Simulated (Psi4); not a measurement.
Job for Psi4: SAPT0/jun-cc-pV(D+d)Z on CH5Cl (a complex), monomers drawn apart or pushed together.

```
memory 8100 MB

molecule dimer {
0 1
Cl   -0.41272735   -0.34685482   -0.48214466
H    -0.29103565   -0.24310584    0.79109653
--
0 1
C    -0.00705057    0.00311448    3.66176344
H    -0.93741021    0.47885499    3.35166686
H     0.09409917    0.09426420    4.74204199
H    -0.02249916   -1.05366452    3.39524726
H     0.83984222    0.49508815    3.18354501
units angstrom
symmetry c1
no_reorient
no_com
}

set {
  basis jun-cc-pV(D+d)Z
  scf_type df
  freeze_core true
}

energy('sapt0')
```

The log:

```
[...]
==> Input File <==

--------------------------------------------------------------------------
memory 8100 MB

molecule dimer {
0 1
Cl   -0.41272735   -0.34685482   -0.48214466
H    -0.29103565   -0.24310584    0.79109653
--
0 1
C    -0.00705057    0.00311448    3.66176344
H    -0.93741021    0.47885499    3.35166686
H     0.09409917    0.09426420    4.74204199
H    -0.02249916   -1.05366452    3.39524726
H     0.83984222    0.49508815    3.18354501
units angstrom
symmetry c1
no_reorient
no_com
}

set {
  basis jun-cc-pV(D+d)Z
  scf_type df
  freeze_core true
}

energy('sapt0')
--------------------------------------------------------------------------


   => Loading Basis Set <=

    Name: JUN-CC-PV(D+D)Z
    Role: ORBITAL
    Keyword: BASIS
    atoms 1      entry CL         line   764 file jun-cc-pv_dpd_z.gbs
    atoms 2, 4-7 entry H          line    60 file jun-cc-pv_dpd_z.gbs
    atoms 3      entry C          line   188 file jun-cc-pv_dpd_z.gbs

   => Loading Basis Set <=

    Name: JUN-CC-PV(D+D)Z
    Role: ORBITAL
    Keyword: BASIS
    atoms 1      entry CL         line   764 file jun-cc-pv_dpd_z.gbs
    atoms 2, 4-7 entry H          line    60 file jun-cc-pv_dpd_z.gbs
    atoms 3      entry C          line   188 file jun-cc-pv_dpd_z.gbs


  //>>>>>>>>>>>>>>>>>>>>>>>>>>>>>>>>>>>//
  //              Dimer HF             //
  //<<<<<<<<<<<<<<<<<<<<<<<<<<<<<<<<<<<//

   => Libint2 <=

    Primary   basis highest AM E, G, H:  7, 6, 3
    Auxiliary basis highest AM E, G, H:  7, 7, 4
    Onebody   basis highest AM E, G, H:  -, -, -
    Solid Harmonics ordering:            Gaussian


   => Loading Basis Set <=

    Name: JUN-CC-PV(D+D)Z
    Role: ORBITAL
    Keyword: BASIS
    atoms 1      entry CL         line   764 file jun-cc-pv_dpd_z.gbs
    atoms 2, 4-7 entry H          line    60 file jun-cc-pv_dpd_z.gbs
    atoms 3      entry C          line   188 file jun-cc-pv_dpd_z.gbs


         ---------------------------------------------------------
                                   SCF
               by Justin Turney, Rob Parrish, Andy Simmonett
                          and Daniel G. A. Smith
                              RHF Reference
                        4 Threads,   7724 MiB Core
         ---------------------------------------------------------

  ==> Geometry <==

    Molecular point group: c1
    Full point group: C1

    Geometry (in Angstrom), charge = 0, multiplicity = 1:

       Center              X                  Y                   Z               Mass
    ------------   -----------------  -----------------  -----------------  -----------------
         CL          -0.412727350000    -0.346854820000    -0.482144660000    34.968852682000
         H           -0.291035650000    -0.243105840000     0.791096530000     1.007825032230
         C           -0.007050570000     0.003114480000     3.661763440000    12.000000000000
         H           -0.937410210000     0.478854990000     3.351666860000     1.007825032230
         H            0.094099170000     0.094264200000     4.742041990000     1.007825032230
         H           -0.022499160000    -1.053664520000     3.395247260000     1.007825032230
         H            0.839842220000     0.495088150000     3.183545010000     1.007825032230

  Running in c1 symmetry.

  Rotational constants: A =      1.27950  B =      0.07412  C =      0.07101 [cm^-1]
  Rotational constants: A =  38358.37426  B =   2222.12132  C =   2128.86576 [MHz]
  Nuclear repulsion =   43.698402908577371

  Charge       = 0
  Multiplicity = 1
  Electrons    = 28
  Nalpha       = 14
  Nbeta        = 14

  ==> Algorithm <==

  SCF Algorithm Type is DF.
  DIIS enabled.
  MOM disabled.
  Fractional occupation disabled.
  Guess Type is SAD.
  Energy threshold   = 1.00e-08
  Density threshold  = 1.00e-08
  Integral threshold = 1.00e-12

  ==> Primary Basis <==

  Basis Set: JUN-CC-PV(D+D)Z
    Blend: JUN-CC-PV(D+D)Z
    Number of shells: 34
    Number of basis functions: 70
    Number of Cartesian functions: 73
    Spherical Harmonics?: true
    Max angular momentum: 2

   => Loading Basis Set <=

    Name: (JUN-CC-PV(D+D)Z AUX)
    Role: JKFIT
    Keyword: DF_BASIS_SCF
    atoms 1      entry CL         line   746 file jun-cc-pvdz-jkfit.gbs
    atoms 2, 4-7 entry H          line    70 file jun-cc-pvdz-jkfit.gbs
    atoms 3      entry C          line   146 file jun-cc-pvdz-jkfit.gbs

  ==> Integral Setup <==

  DFHelper Memory: AOs need 0.013 GiB; user supplied 5.658 GiB.
  SCF_SUBTYPE=INCORE selected. In-core MEM_DF algorithm will be used.
  Using in-core AOs.

  ==> MemDFJK: Density-Fitted J/K Matrices <==

    J tasked:                   Yes
    K tasked:                   Yes
    wK tasked:                   No
    OpenMP threads:               4
    Algorithm:                 Core
    Schwarz Cutoff:           1E-12
    Mask sparsity (%):       5.1429
    Fitting Condition:        1E-10

   => Auxiliary Basis Set <=

  Basis Set: (JUN-CC-PV(D+D)Z AUX)
    Blend: JUN
[...]
A      2.439282    53A      2.439335
      54A      2.543654    55A      2.543778    56A      2.795226
      57A      2.795254    58A      2.819475    59A      2.836962
      60A      3.473318    61A      7.900589    62A     13.468089
      63A     13.468089    64A     13.510572    65A     13.510574
      66A     13.671948    67A     23.865746    68A     23.865748
      69A     24.323652    70A    156.663734

    Final Occupation by Irrep:
              A
    DOCC [     5 ]
    NA   [     5 ]
    NB   [     5 ]

  @DF-RHF Final Energy:   -40.19904903885590

   => Energetics <=

    Nuclear Repulsion Energy =             13.4393999575421379
    One-Electron Energy =                 -79.6967042059472419
    Two-Electron Energy =                  26.0582552095492055
    Total Energy =                        -40.1990490388559039

Computation Completed


Properties will be evaluated at   0.000000,   0.000000,   0.000000 [a0]

Properties computed using the SCF density matrix


 Multipole Moments:

 ------------------------------------------------------------------------------------
     Multipole            Electronic (a.u.)      Nuclear  (a.u.)        Total (a.u.)
 ------------------------------------------------------------------------------------

 L = 1.  Multiply by 2.5417464519 to convert [e a0] to [Debye]
 Dipole X            :          0.1292106           -0.1290142            0.0001964
 Dipole Y            :         -0.0625919            0.0627950            0.0002031
 Dipole Z            :        -69.2428809           69.2453889            0.0025080
 Magnitude           :                                                    0.0025239

 ------------------------------------------------------------------------------------

  Constructing Basis Sets for SAPT...

   => Loading Basis Set <=

    Name: (JUN-CC-PV(D+D)Z AUX)
    Role: RIFIT
    Keyword: DF_BASIS_SAPT
    atoms 1      entry CL         line   544 file jun-cc-pvdz-ri.gbs
    atoms 2, 4-7 entry H          line    30 file jun-cc-pvdz-ri.gbs
    atoms 3      entry C          line   100 file jun-cc-pvdz-ri.gbs

   => Loading Basis Set <=

    Name: (JUN-CC-PV(D+D)Z AUX)
    Role: JKFIT
    Keyword: DF_BASIS_ELST
    atoms 1      entry CL         line   746 file jun-cc-pvdz-jkfit.gbs
    atoms 2, 4-7 entry H          line    70 file jun-cc-pvdz-jkfit.gbs
    atoms 3      entry C          line   146 file jun-cc-pvdz-jkfit.gbs


  //>>>>>>>>>>>>>>>>>>>>>>>>>>>>>>>>>>>//
  //               SAPT0               //
  //<<<<<<<<<<<<<<<<<<<<<<<<<<<<<<<<<<<//



        SAPT0
    Ed Hohenstein
     6 June 2009

      Orbital Information
  --------------------------
    NSO        =        70
    NMO        =        70
    NRI        =       220
    NRI (Elst) =       315
    NOCC A     =         9
    NOCC B     =         5
    FOCC A     =         5
    FOCC B     =         1
    NVIR A     =        61
    NVIR B     =        65

    Elst10,r            =    -0.000626661717 [Eh]
    Exch10              =     0.000828232342 [Eh]
    Exch10 (S^2)        =     0.000827541802 [Eh]

    Maxiter = 50
    CPHF R converge = 1.000000E-08

    Iter     Energy [mEh]          dE [mEh]         Residual      Time [s]
       1      -0.03749060       0.037490602     6.652065e-04             0
       2      -0.04340031       0.005909704     1.184592e-04             0
       3      -0.04346470       0.000064398     1.727370e-05             0
       4      -0.04341939      -0.000045315     2.389488e-06             0
       5      -0.04342227       0.000002884     6.571776e-07             0
       6      -0.04342251       0.000000236     1.440717e-07             0
       7      -0.04342234      -0.000000167     1.513044e-08             0
       8      -0.04342236       0.000000012     2.609630e-09             0

    CHF Iterations converged

    Maxiter = 50
    CPHF R converge = 1.000000E-08

    Iter     Energy [mEh]          dE [mEh]         Residual      Time [s]
       1      -0.24666614       0.246666143     2.413614e-03             0
       2      -0.28300628       0.036340133     6.197925e-04             0
       3      -0.28856524       0.005558968     1.349566e-04             0
       4      -0.28859848       0.000033233     2.773385e-05             0
       5      -0.28830671      -0.000291766     3.904146e-06             0
       6      -0.28833627       0.000029559     5.440497e-07             0
       7      -0.28833437      -0.000001903     6.645858e-08             0
       8      -0.28833449       0.000000121     9.771652e-09             0

    CHF Iterations converged

    Ind20,r (A<-B)      =    -0.000043422356 [Eh]
    Ind20,r (B<-A)      =    -0.000288334487 [Eh]
    Ind20,r             =    -0.000331756843 [Eh]
    Exch-Ind20,r (A<-B) =     0.000040324718 [Eh]
    Exch-Ind20,r (B<-A) =     0.000073428963 [Eh]
    Exch-Ind20,r        =     0.000113753681 [Eh]
    Disp20              =    -0.000822488744 [Eh]
    Disp20 (SS)         =    -0.000411244372 [Eh]
    Disp20 (OS)         =    -0.000411244372 [Eh]
    Exch-Disp20         =     0.000044916900 [Eh]
    Exch-Disp20 (SS)    =     0.000023755922 [Eh]
    Exch-Disp20 (OS)    =     0.000021160978 [Eh]

    SAPT Results
  --------------------------------------------------------------------------------------------------------
    Electrostatics                 -0.62666172 [mEh]      -0.39323616 [kcal/mol]      -1.64530011 [kJ/mol]
      Elst10,r                     -0.62666172 [mEh]      -0.39323616 [kcal/mol]      -1.64530011 [kJ/mol]

    Exchange                        0.82823234 [mEh]       0.51972364 [kcal/mol]       2.17452371 [kJ/mol]
      Exch10                        0.82823234 [mEh]       0.51972364 [kcal/mol]       2.17452371 [kJ/mol]
      Exch10(S^2)                   0.82754180 [mEh]       0.51929032 [kcal/mol]       2.17271070 [kJ/mol]

    Induction                      -0.31878982 [mEh]      -0.20004363 [kcal/mol]      -0.83698255 [kJ/mol]
      Ind20,r                      -0.33175684 [mEh]      -0.20818056 [kcal/mol]      -0.87102747 [kJ/mol]
      Exch-Ind20,r                  0.11375368 [mEh]       0.07138151 [kcal/mol]       0.29866025 [kJ/mol]
      delta HF,r (2)               -0.10078665 [mEh]      -0.06324458 [kcal/mol]      -0.26461532 [kJ/mol]

    Dispersion                     -0.77757184 [mEh]      -0.48793370 [kcal/mol]      -2.04151460 [kJ/mol]
      Disp20                       -0.82248874 [mEh]      -0.51611948 [kcal/mol]      -2.15944390 [kJ/mol]
      Exch-Disp20                   0.04491690 [mEh]       0.02818578 [kcal/mol]       0.11792930 [kJ/mol]
      Disp20 (SS)                  -0.41124437 [mEh]      -0.25805974 [kcal/mol]      -1.07972195 [kJ/mol]
      Disp20 (OS)                  -0.41124437 [mEh]      -0.25805974 [kcal/mol]      -1.07972195 [kJ/mol]
      Exch-Disp20 (SS)              0.02375592 [mEh]       0.01490707 [kcal/mol]       0.06237116 [kJ/mol]
      Exch-Disp20 (OS)              0.02116098 [mEh]       0.01327871 [kcal/mol]       0.05555814 [kJ/mol]

  Total HF                         -0.11721919 [mEh]      -0.07355615 [kcal/mol]      -0.30775894 [kJ/mol]
  Total SAPT0                      -0.89479103 [mEh]      -0.56148985 [kcal/mol]      -2.34927354 [kJ/mol]

  Special recipe for scaled SAPT0 (see Manual):
    Electrostatics sSAPT0          -0.62666172 [mEh]      -0.39323616 [kcal/mol]      -1.64530011 [kJ/mol]
    Exchange sSAPT0                 0.82823234 [mEh]       0.51972364 [kcal/mol]       2.17452371 [kJ/mol]
    Induction sSAPT0               -0.31850481 [mEh]      -0.19986479 [kcal/mol]      -0.83623427 [kJ/mol]
    Dispersion sSAPT0              -0.77745931 [mEh]      -0.48786308 [kcal/mol]      -2.04121913 [kJ/mol]
  Total sSAPT0                     -0.89439350 [mEh]      -0.56124039 [kcal/mol]      -2.34822980 [kJ/mol]
  --------------------------------------------------------------------------------------------------------



*** Psi4 exiting successfully. Buy a developer a beer!
```

The run finished.

Cost: very roughly 16 core-seconds.
